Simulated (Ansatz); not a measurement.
Basis-set extrapolation for C4H8Si, SMILES `C=C=C[SiH2]C` (PBE0-D4/def2-TZVP geometry, frozen core, Ansatz). Multiplicity 1, RHF reference.

```
                      def2-TZVPP   def2-QZVPP
                 HF  -445.086681  -445.102606
    MP2 correlation    -0.774646    -0.824845
CCSD(T) correlation    -0.864524      not run
```

Energies in hartree. Use E(X) = E(∞) + A·exp(−7.88·√X) for Hartree–Fock and E(X) = E(∞) + B·X^(−2.97) for correlation, with X = 3 and 4, and add CCSD(T) minus MP2 of the smaller set to the MP2 limit.

Task: What is the CCSD(T) energy at the basis-set limit?

Result: HF limit: -445.102606 + (-0.015925) × 0.13774 = -445.10480. MP2 limit: -0.824845 + (-0.050199) × 0.74074 = -0.86203. Higher-order term: -0.864524 − (-0.774646) = -0.08988. Total: -446.05671 hartree, 277.0 kJ/mol below CCSD(T)/def2-TZVPP.
